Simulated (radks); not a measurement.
The numbers below are computed, except where a source is named.
Removal energies from the lanthanum ion La5+, [Kr] 4d10 5s2 5p4, by Delta-SCF beside the eigenvalue of the level emptied. Code: a radial shooting solver on a logarithmic mesh with Libxc functionals. Model: scalar-relativistic Kohn-Sham, BLYP, spin-polarised, spherical densities, finite nucleus; Fermi nuclear charge, rms radius of each element as measured or else 0.836 A^(1/3) + 0.57 fm. Open shells are filled with parallel spins first.

\begin{tabular}{lrrr}
removed from & final configuration & Delta-SCF (eV) & -eigenvalue (eV) \\ \hline
5p & [Kr] 4d10 5s2 5p3 & 74.817 & 68.575 \\
5s & [Kr] 4d10 5s1 5p4 & 93.650 & 86.755 \\
4d & [Kr] 4d9 5s2 5p4 & 167.98 & 156.16 \\
4p & [Ar] 3d10 4s2 4p5 4d10 5s2 5p4 & 265.03 & 252.49 \\
\end{tabular}
